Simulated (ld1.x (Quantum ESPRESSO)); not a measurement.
## zirconium (Zr): excitation energies, all-electron against TM

- Element: Zr
- Generator: ld1.x (Quantum ESPRESSO) 7.5
- Type: norm-conserving Troullier–Martins (Kleinman–Bylander form)
- Functional: PBE
- Relativity: scalar-relativistic
- Frozen core: [Kr]
- Valence charge: 4
- Reference configuration: 4d2 5s1 5p0 (charge +1)
- Partial waves: 5p (bound, empty): rc 3.35 bohr; 4d (bound): rc 1.60 bohr; 5s (bound): rc 2.85 bohr
- Local potential: the s channel
- Core correction: a·sin(br)/r model core inside 1.10 bohr

Energies are relative to the spin-unpolarised reference configuration 4d2 5s1 5p0; without spin polarisation the order of configurations can differ from experiment. Not all tests gave a result: 1 of 7 tests not solved or not reliable. The frozen-core shift is the all-electron ΔE with the core orbitals held at their reference shape minus the fully relaxed ΔE.

```tsv
valence configuration	charge	ΔE all-electron (eV)	error AE − PS (meV)	frozen-core shift (meV)
4d1 5s0 5p0	+3	35.567	-295	+341
4d2 5s0 5p1	+1	3.715	-7.4	+2.5
4d2 5s1 5p1	0	-4.096	-1.9	-0.1
4d3 5s1 5p0	0	-5.942	-73	+44
4d1 5s2 5p0	+1	0.527	-164	+87
```

Question: What are ΔE and the potential's error for 4d2 5s2 5p0?

Answer: ΔE = -7.137 eV all-electron; the error (AE − PS) is -4.4 meV.

Levels in the configuration 4d2 5s2 5p0:

```csv
level,all-electron (eV),pseudo (eV)
4d,-3.599,-3.621
5s,-4.439,-4.431
```

A variational frozen-core shift is positive and of second order in the change. This column holds negative values, so the frozen-core run of ld1.x carries numerical noise or an error of first order here, and the column gives no more than the rough size of the effect.
